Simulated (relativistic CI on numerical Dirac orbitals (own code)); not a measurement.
Method of calculation: Dirac-Coulomb-Breit CI, KLI orbitals optimised for each configuration, model QED, unscaled Slater integrals (own radial code, finite nucleus).

The strongest absorption lines from the ground level of an ion, among the configurations computed and to levels below about 2130 eV (vacuum wavelength in nm, gf): 0.59343 (0.12), 0.59804 (0.061), 0.77242 (0.0025), 0.81209 (0.029), 0.82895 (0.34), 0.84556 (0.22), 6.5994 (0.5), 13.372 (0.047).

**Question.** Which ion is it?
A. I⁴¹⁺
B. I³⁹⁺
C. In³⁷⁺
D. I⁴³⁺

**Answer.** A. I⁴¹⁺ has 12 electrons and the ground level 3s² ¹S0; the strongest line goes to 3s3p ¹P°1. The pattern of lines fixes the number of electrons, and along that sequence the line energies rise steadily with the charge (about as its square where n changes within one kind of shell, about linearly where n is kept but much faster in heavy ions where fine structure, which grows about as Z⁴, sets the gap, and irregularly where shells cross), which fixes Z. Configurations outside the model, such as inner-shell arrays, can give stronger lines. At this charge energies of transitions that change n are usually good to better than 1 %, and those within a shell (Δn = 0) to a few per cent.

LS names give the leading component of a level, which can be under half, so a name can repeat, a term be missing and a line seem to break the LS rules.
